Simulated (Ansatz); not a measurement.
Task: Name a neutral molecule of Ga, O, Se and H with HOMO–LUMO gap (B3LYP/def2-TZVPP) between 5.80 and 6.10 eV and LUMO energy (PBE/def2-TZVPP) between -1.95 and -1.65 eV (Ansatz, PBE0-D4/def2-TZVP geometry).

Result: `[OH][GaH][SeH]` (5.97 eV, -1.69 eV); `[OH][Ga]([OH])[SeH]` (5.97 eV, -1.86 eV). Other molecules can fit too; these were computed, each in one conformer that needn't be the lowest.

B3LYP here is the variant with VWN-RPA as its local correlation; programs differ in this.
